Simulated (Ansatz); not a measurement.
Isolated molecules relaxed with PBE0-D4/def2-TZVP in Ansatz; ΔE leaves out vibrations. CCSD(T)/CBS adds triple-zeta CCSD(T) − MP2 to the extrapolated MP2 energy (def2 sets, frozen cores). This one scheme is used for every species. For Se outer-core shells are correlated without core-valence functions, which leaves a few kJ/mol of doubt a bond. Scalar relativity is left out up to krypton. Each species was taken in one conformer, which may not be the lowest.

`C[Se][SiH](O)F` + H₂S → `O[SiH](F)S` + `C[SeH]`  (ligand exchange at the Si–Se bond)

```json
{"species": "`C[Se][SiH](O)F`", "CCSD/CBS(def2) energy (Eh)": "-2905.92397"}
{"species": "H₂S", "CCSD/CBS(def2) energy (Eh)": "-398.96478"}
{"species": "`O[SiH](F)S`", "CCSD/CBS(def2) energy (Eh)": "-863.74920"}
{"species": "`C[SeH]`", "CCSD/CBS(def2) energy (Eh)": "-2441.13890"}
```

Q: Work out ΔE.

A: ΔE = (-863.74920) + (-2441.13890) − (-2905.92397) − (-398.96478) = 0.00065 Eh = +1.7 kJ/mol. CCSD(T)/CBS gives +2.6 kJ/mol.

Largest T1 diagnostic among the species: 0.012.

In def2-TZVPP, CCSD(T) changes the Hartree–Fock value by +5.9 kJ/mol (the triples alone add +0.9 kJ/mol) and MP2 by +7.4 kJ/mol. The D4 term adds +5.2 kJ/mol with B3LYP and +3.0 kJ/mol with PBE0; it sums over pairs of atoms, weighted by their polarisabilities, and B3LYP, whose exchange is more repulsive, gets the larger term.

B3LYP here is the variant with VWN-RPA as its local correlation; programs differ in this.
